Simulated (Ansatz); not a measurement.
CH2BFN2 (`N=C1NB1F`) at its PBE0-D4/def2-TZVP geometry, where that method's forces vanish. The species carries charge 0 and has multiplicity 1.

```json
{"atom": "N1", "x (Å)": "-0.305", "y (Å)": "-1.565", "z (Å)": "-0.626"}
{"atom": "C2", "x (Å)": "-0.141", "y (Å)": "-0.449", "z (Å)": "-0.080"}
{"atom": "N3", "x (Å)": "0.547", "y (Å)": "0.721", "z (Å)": "-0.479"}
{"atom": "B4", "x (Å)": "-0.065", "y (Å)": "0.819", "z (Å)": "0.750"}
{"atom": "F5", "x (Å)": "-0.260", "y (Å)": "1.639", "z (Å)": "1.749"}
{"atom": "H6", "x (Å)": "-0.866", "y (Å)": "-2.171", "z (Å)": "-0.033"}
{"atom": "H7", "x (Å)": "1.090", "y (Å)": "1.005", "z (Å)": "-1.282"}
```

Question: For each bond, give half the difference of the two atoms' forces along it (eV/Å; positive pushes the atoms apart) under PBE-D4, r2SCAN-D4, B3LYP-D4, ωB97M-V in def2-TZVPP. (Estimate.)

Answer: The calculation gave: 
```tsv
bond	length (Å)	PBE-D4	r2SCAN-D4	B3LYP-D4	ωB97M-V
N1–C2	1.253	0.47	0.24	0.05	-0.05
N1–H6	1.016	0.20	0.00	-0.05	-0.04
C2–N3	1.415	0.30	0.27	0.22	0.27
C2–B4	1.518	-0.19	-0.12	-0.04	0.02
N3–B4	1.377	0.28	0.20	0.04	0.04
N3–H7	1.010	-0.03	-0.14	-0.11	-0.18
B4–F5	1.306	0.33	0.08	0.16	0.18
```

B3LYP here is the variant with VWN-RPA as its local correlation; programs differ in this.

All numbers were calculated with Ansatz.
